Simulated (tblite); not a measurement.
Species: C5H8N2O2.
Numbering: `[CH3:1][O:2][c:3]1[cH:4][n:5][nH:6][c:7]1[O:8][CH3:9]` (hydrogens: H10, H11, H12 on C1; H13 on C4; H14 on N6; H15, H16, H17 on C9)

Computed with GFN2-xTB (tblite), gas phase: Langevin dynamics at 600 K from the optimised GFN2-xTB geometry, time step 0.5 fs, friction 0.01 fs⁻¹, 2000 steps.

Start geometry:
```
atom  x, y, z in Å
C1      2.053   -1.317    0.211
O2      0.683   -1.026    0.089
C3      0.376    0.312    0.015
C4      1.220    1.435    0.042
N5      0.529    2.556   -0.055
N6     -0.750    2.186   -0.144
C7     -0.901    0.842   -0.106
O8     -2.150    0.328   -0.186
C9     -2.241   -1.082   -0.134
H10     2.618   -0.951   -0.653
H11     2.474   -0.884    1.124
H12     2.124   -2.403    0.258
H13     2.286    1.472    0.126
H14    -1.485    2.868   -0.229
H15    -1.839   -1.469    0.805
H16    -3.303   -1.311   -0.207
H17    -1.703   -1.542   -0.965
```

The statistics below take the 31 frames saved every 25 fs from 250 to 1000 fs; their kinetic temperature (all 3N coordinates) averages 632 K.

Problem. Give the mean, spread and extremes of the bond lengths.

Solution. 
```
  bond  start (Å)  mean (Å)  standard deviation (Å)  shortest (Å)  longest (Å)
 C1–O2      1.406     1.422                   0.049         1.328        1.545
 O2–C3      1.375     1.376                   0.044         1.279        1.448
 C3–C4      1.406     1.426                   0.035         1.379        1.526
 C4–N5      1.320     1.318                   0.042         1.217        1.415
 N5–N6      1.333     1.342                   0.033         1.289        1.430
 N6–C7      1.353     1.371                   0.044         1.248        1.455
 C7–O8      1.353     1.365                   0.037         1.250        1.418
 O8–C9      1.414     1.431                   0.055         1.337        1.610
 C3–C7      1.388     1.388                   0.028         1.340        1.448
C1–H10      1.095     1.099                   0.039         1.034        1.179
C1–H11      1.095     1.099                   0.044         1.027        1.180
C1–H12      1.089     1.108                   0.040         1.019        1.178
C4–H13      1.071     1.083                   0.039         1.006        1.143
N6–H14      1.006     1.014                   0.034         0.945        1.085
C9–H15      1.092     1.092                   0.042         0.989        1.159
C9–H16      1.088     1.103                   0.038         1.020        1.170
C9–H17      1.092     1.098                   0.040         1.029        1.175
```

Problem. Give the same statistics for bond angles, one of each kind among heavy atoms.

Solution. 
| angle | start (°) | mean (°) | standard deviation (°) | smallest (°) | largest (°) |
| --- | --- | --- | --- | --- | --- |
| C1–O2–C3 | 115.1 | 116.9 | 5.2 | 106.6 | 127.1 |
| O2–C3–C4 | 130.0 | 129.9 | 5.3 | 117.9 | 138.9 |
| O2–C3–C7 | 125.6 | 124.9 | 5.6 | 114.8 | 139.0 |
| C4–C3–C7 | 104.4 | 103.9 | 3.0 | 98.8 | 111.1 |
| C3–C4–N5 | 111.3 | 110.9 | 3.2 | 104.7 | 120.1 |
| C4–N5–N6 | 105.8 | 106.2 | 3.2 | 99.1 | 112.2 |
| N5–N6–C7 | 112.4 | 111.3 | 3.4 | 105.9 | 120.0 |
| N6–C7–O8 | 118.6 | 117.5 | 5.5 | 108.0 | 135.6 |
| C3–C7–N6 | 106.2 | 106.4 | 3.0 | 96.9 | 111.9 |
| C3–C7–O8 | 135.2 | 134.9 | 4.8 | 126.3 | 143.8 |
| C7–O8–C9 | 115.8 | 116.9 | 5.0 | 108.8 | 128.5 |

Problem. How far does each atom move about its mean position (frames aligned on the start, all atoms weighted alike), and what rms force does it feel?

Solution. 
```csv
atom,rms displacement (Å),rms force (eV/Å)
C1,0.18,2.44
O2,0.37,2.30
C3,0.22,2.29
C4,0.23,3.01
N5,0.22,2.77
N6,0.26,2.96
C7,0.22,2.74
O8,0.37,2.18
C9,0.23,2.73
H10,0.94,1.32
H11,0.97,1.47
H12,1.03,1.31
H13,0.43,1.50
H14,0.44,1.44
H15,0.92,1.55
H16,1.02,1.32
H17,1.19,1.37
```

The displacements run from 0.18 to 1.19 Å, the largest at H17.

Problem. Follow the torsions C1–O2–C3–C4 and N6–C7–O8–C9 through every second one of these frames.

Solution. 
| t (fs) | C1–O2–C3–C4 (°) | N6–C7–O8–C9 (°) |
| --- | --- | --- |
| 250 | -22 | 175 |
| 300 | -8 | -160 |
| 350 | -28 | -120 |
| 400 | 3 | -131 |
| 450 | -14 | -122 |
| 500 | -8 | -115 |
| 550 | -37 | -135 |
| 600 | -25 | -161 |
| 650 | -27 | 166 |
| 700 | -5 | -179 |
| 750 | -10 | -161 |
| 800 | 7 | -173 |
| 850 | 4 | -168 |
| 900 | -14 | -166 |
| 950 | 46 | -179 |
| 1000 | 57 | -169 |

Largest departure from the start value over all these frames: C1–O2–C3–C4 60° (start 0°), N6–C7–O8–C9 64° (start 180°).

Problem. How widely does the potential energy scatter, against a harmonic estimate?

Solution. Mean 1.23 eV above the start, standard deviation 0.233 eV, range 0.78 to 1.88 eV. For 45 classical harmonic modes at 600 K the canonical values are 45kT/2 = 1.16 eV and kT·√(45/2) = 0.245 eV.

The run is classical and short, so these are rough statistics of one trajectory.

What follows is the cost of the whole dynamics run. Time: 9.9 s wall; peak memory 0.18 GiB. Hardware: one thread, INTEL XEON PLATINUM 8581C at 2.30 GHz (x86_64), no GPU, shared host with 96 logical CPUs at a one-minute load of 17.
